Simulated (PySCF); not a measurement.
**Debugging a PySCF script (KH⁺)**

```python
from pyscf import gto, scf, ci

mol = gto.M(
    atom='K 0 0 0; H 0 0 2.365',
    basis='pcseg-2',
    charge=1,
    spin=3,
    verbose=3,
)
mf = scf.UHF(mol)
mf.max_cycle = 1
mf.kernel()
ci.CISD(mf, frozen=5).kernel()
mf.dip_moment()
print('orbital energies (hartree):', [e[max(0, n-3):n+3].round(4) for e, n in zip(mf.mo_energy, mol.nelec)])
```

```bash
$ python input.py
```

The log, shortened:

```
SCF not converged.
SCF energy = -598.641076156938 after 1 cycles  <S^2> = 3.75  2S+1 = 4
E(UCISD) = -598.8825024810354  E_corr = -0.2414263240977224

WARN: System has nonzero charge 1; the dipole moment is origin-dependent.
Location of origin: [0. 0. 0.]

Dipole moment(X, Y, Z, Debye): -0.00000, -0.00000,  3.33992
orbital energies (hartree): [array([-0.9393, -0.2409, -0.0342,  0.0614,  0.0614,  0.0841]), array([-1.7332, -0.9436, -0.9393, -0.9393, -0.2409, -0.0342])]
```

Question: Which setting is at fault, why, and what does a mended input give?

Answer: The cycle limit (1): the limit is below the number of cycles that the SCF needs. With this edit
```diff
- mf.max_cycle = 1
```
the run finishes: E(SCF) = -598.772024 Eh, E(CISD) − E(SCF) = -0.14511 Eh, ⟨S²⟩ = 3.756.

The bond length is a typed value, not an optimised one. The dipole of an ion depends on the origin. No search for the lowest solution was made.
